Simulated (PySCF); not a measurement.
BiI2, SMILES [I][Bi][I], multiplicity 2. Coordinates come from a PBE-D3(BJ)/def2-SVP optimisation. The spin state was assumed, not searched. The isomer is the one that the SMILES or the coordinates give; other isomers of the formula were not compared. The def2 effective core potentials stand for the cores of Bi, I; spin–orbit coupling is left out.

Problem. Give the equilibrium geometry at PBE-D3(BJ)/def2-SVP (PySCF confirms it by a frequency run) as Cartesian coordinates in Å, and its point group. (The exact figures need the calculation; the answer reports its results.)

Solution. point group C2v.
```xyz
3

Bi     0.0000     0.0000    -0.9948
I      0.0000    -2.2070     0.7789
I      0.0000     2.2070     0.7789
```
Charge 0, spin multiplicity 2.
